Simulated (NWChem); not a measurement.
System: VNHClF2; SMILES [NH]=[V]([F])([F])[Cl]

Input file for NWChem:

```
start job
memory heap 200 mb stack 900 mb global 1100 mb
geometry units angstroms noautoz
  V     -0.021484     0.298572     0.000000
  N     -1.543475     0.723800     0.000000
  H     -2.527649     0.995031     0.000000
  F      0.705928     0.934415     1.408876
  F      0.705928     0.934415    -1.408876
  Cl     0.030420    -1.851911     0.000000
end
basis spherical
  V library 6-31g*
  N library 6-31g*
  H library 6-31g*
  F library 6-31g*
  Cl library 6-31g*
end
dft
  xc xpbe96 cpbe96
  iterations 150
  mulliken
end
task dft energy
```

All runs use the structure optimised with PBE0/def2-SVP.

Task: Predict the main results of this run. (PBE/6-31G* (spherical d).) Quantities: energy (Ha); highest occupied level (eV); orbital gap (eV); dipole (D).

Result: 
```yaml
energy (Ha): -1658.68
highest occupied level (eV): -7.44
orbital gap (eV): 3.41
dipole (D): 2.31
```
